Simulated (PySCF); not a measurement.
Job for PySCF: U-HF/6-31G* on H4OSi (SMILES O[SiH3]), a point of a bond scan (R = 3.306 Å).

```python
from pyscf import gto, scf, dft, mp
from pyscf.data.elements import chemcore

mol = gto.M(
    atom='''
    O     2.58616109   -0.79922460   -0.60452610
    Si   -0.50881883    0.12973854    0.09205040
    H     3.30955805   -0.37342936   -0.13886336
    H    -0.84295262   -0.10662565    1.51863737
    H    -1.37924119   -0.69223322   -0.77093301
    H    -0.72577971    1.56941136   -0.19593207
    ''',
    basis='6-31g*',
    cart=True,
    charge=0, spin=0, verbose=3, max_memory=1800)
mf = scf.UHF(mol)
mf.conv_tol = 1e-8
mf.max_cycle = 100
mf.init_guess_breaksym = True
mf.kernel()
if not mf.converged:
    mf = mf.newton().run(mf.mo_coeff, mf.mo_occ)
for _ in range(4):
    mo, _, stable, _ = mf.stability(return_status=True)
    if stable:
        break
    mf.kernel(mf.make_rdm1(mo, mf.mo_occ))
```

Program output:

```
converged SCF energy = -365.878804485346  <S^2> = 1.5518964e-10  2S+1 = 1
<class 'pyscf.scf.uhf.UHF'> wavefunction has an internal instability
converged SCF energy = -365.989063817546  <S^2> = 0.97956569  2S+1 = 2.2177157
<class 'pyscf.scf.uhf.UHF'> wavefunction is stable in the internal stability analysis
```

The calculation finished and met its thresholds. Its determinant has ⟨S²⟩ = 0.98, a mixture of spin states.

Cost: around 1.0 core-seconds (rough).
